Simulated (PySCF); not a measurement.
**Ag (silver, neutral) across methods**

[Kr] 4d9 5s1 5p1, one real determinant (an excited configuration). Calculation: PySCF 2.14, in x2c-TZVPPall (8s6p6d2f1g, 79 functions); scalar relativity by spin-free X2C-1e.

```
 method  E (hartree)  mean ε 4d β (eV)  mean ε 5s α (eV)  mean ε 5p α (eV)  Σ⟨r²⟩ (bohr²)   ⟨S²⟩
   MN15     -5318.60           -14.681            -8.553            -3.592          58.65  3.751
    LDA     -5309.60           -11.947            -7.397            -2.676          59.48  3.751
    UHF  -5312.60106           -18.904           -10.145            -5.169          60.77  3.753
    PBE     -5314.71           -11.760            -7.145            -2.607          59.67  3.751
  B97-3     -5314.78           -13.971            -7.901            -3.220          60.02  3.751
 M06-2X     -5315.55           -15.850            -8.809            -4.000          59.01  3.751
   PBE0     -5314.78           -13.753            -8.040            -3.323          59.51  3.751
wB97X-V     -5314.83           -16.358           -10.099            -5.018          59.61  3.751
 r2SCAN     -5315.12           -12.036            -7.412            -2.806          59.09  3.753
```

⟨L²⟩ = 8.01 against 12 for a pure F term, so this real determinant mixes terms.
